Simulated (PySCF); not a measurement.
$^{29}$Si chemical shifts

Fast rotation and ring inversion assumed for equivalent nuclei, relativity neglected, isolated molecule, single conformer. Shieldings: GIAO PBE0/pcSseg-1; structure optimised with GFN2-xTB; PySCF 2.14.0 with density-fitted response routines.

Shieldings were converted by a linear fit to measured shifts: $^{29}$Si: δ = 279.94 − 0.822σ (rms 8.9 ppm, 72 shifts, 25.8 ppm with the 6 outliers that the fit left out vs TMS, solution or neat liquid). A few per cent of atoms miss by over 2 rms, more outside the fitted compound classes.

Problem. Give the $^{29}$Si shifts of `CC#C[C@@H]1[SiH2][C@@H]2C[C@H]1[C@@H]2F`, `N#C/C([SiH3])=C(/C#N)[SiH2]F`, `C#C[Si@]1(F)C=C(CCl)[SiH2]1`, `C[C@@H](F)/C=C\[C@H](F)C[SiH3]`.

Solution. 
| compound | environment | δ (ppm) |
| --- | --- | --- |
| CC#C[C@@H]1[SiH2][C@@H]2C[C@H]1[C@@H]2F | silicon bonded to 2 C, 2 H, in a 5-membered ring | -35.9 |
| [N:1]#[C:2]/[C:3]([SiH3:4])=[C:5](/[C:6]#[N:7])[SiH2:8][F:9] | Si8: silicon bonded to C, F, 2 H | -15.0 |
| [N:1]#[C:2]/[C:3]([SiH3:4])=[C:5](/[C:6]#[N:7])[SiH2:8][F:9] | Si4: silicon bonded to C, 3 H | -60.8 |
| [CH:1]#[C:2][Si@:3]1([F:4])[CH:5]=[C:6]([CH2:7][Cl:8])[SiH2:9]1 | Si3: silicon bonded to 2 C, F, Si, in a 4-membered ring | -16.2 |
| [CH:1]#[C:2][Si@:3]1([F:4])[CH:5]=[C:6]([CH2:7][Cl:8])[SiH2:9]1 | Si9: silicon bonded to C, Si, 2 H, in a 4-membered ring | -38.0 |
| C[C@@H](F)/C=C\[C@H](F)C[SiH3] | silicon bonded to C, 3 H | -68.9 |

Problem. Match the shifts 10.6, -1.5, -33.7, -43.4, -61.0 ppm to `C#C[Si@@H]1C[C@@H](C2CC2)[C@H]1F`, `F[C@@H]1CCC[C@@](F)([SiH3])C1`, `C#C[Si@@H]1C[C@@H](C2CC2)[C@@H]1F`, `O=C1C=C[Si@H]1C(F)(F)F`, `C[C@@]1(F)CCC[Si@H](F)C1`.

Solution. 10.6: C[C@@]1(F)CCC[Si@H](F)C1 (silicon bonded to 2 C, F, H, in a 6-membered ring); -1.5: O=C1C=C[Si@H]1C(F)(F)F (silicon bonded to 3 C, H, in a 4-membered ring); -33.7: C#C[Si@@H]1C[C@@H](C2CC2)[C@H]1F (silicon bonded to 3 C, H, in a 4-membered ring); -43.4: C#C[Si@@H]1C[C@@H](C2CC2)[C@@H]1F (silicon bonded to 3 C, H, in a 4-membered ring); -61.0: F[C@@H]1CCC[C@@](F)([SiH3])C1 (silicon bonded to C, 3 H).
